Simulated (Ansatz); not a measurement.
Reaction (formal hydrolysis of a C–C bond): `C[C](=N)[GeH2][OH]` + H₂O → `N=[C](O)[GeH2][OH]` + CH₄

Gas-phase electronic energies from Ansatz, PBE0-D4/def2-TZVP geometries. CBS: MP2 limit from def2 TZ/QZ plus the TZ coupled-cluster correction, frozen cores. This one scheme is used for every species. DFT in def2-TZVPP. For Ge outer-core shells are correlated without core-valence functions, which leaves a few kJ/mol of doubt a bond. Scalar relativity is left out up to krypton. One conformer a species, not always the lowest.

```
             level  ΔE (kcal/mol)  difference from CCSD(T)/CBS
            B2PLYP           -5.5                         -3.7
               PBE           -6.7                         -4.9
            r2SCAN           -6.7                         -4.9
     HF/def2-TZVPP           -6.4                         -4.6
   CCSD/def2-TZVPP           -3.3                         -1.5
CCSD(T)/def2-TZVPP           -3.4                         -1.6
     HF/def2-QZVPP           -6.3                         -4.5
    MP2/def2-QZVPP           -2.1                         -0.3
      HF/CBS(def2)           -6.2                         -4.4
    CCSD/CBS(def2)           -1.7                          0.1
       CCSD(T)/CBS           -1.8                            0
```

Largest T1 diagnostic among the species: 0.013.

From PBE to PBE0 (25 % exact exchange), in def2-TZVPP and without D4, ΔE moves by +1.0 kcal/mol. The D4 term adds +1.2 kcal/mol with B3LYP and +0.6 kcal/mol with PBE0; it sums over pairs of atoms, weighted by their polarisabilities, and B3LYP, whose exchange is more repulsive, gets the larger term.

B3LYP here is the variant with VWN-RPA as its local correlation; programs differ in this.
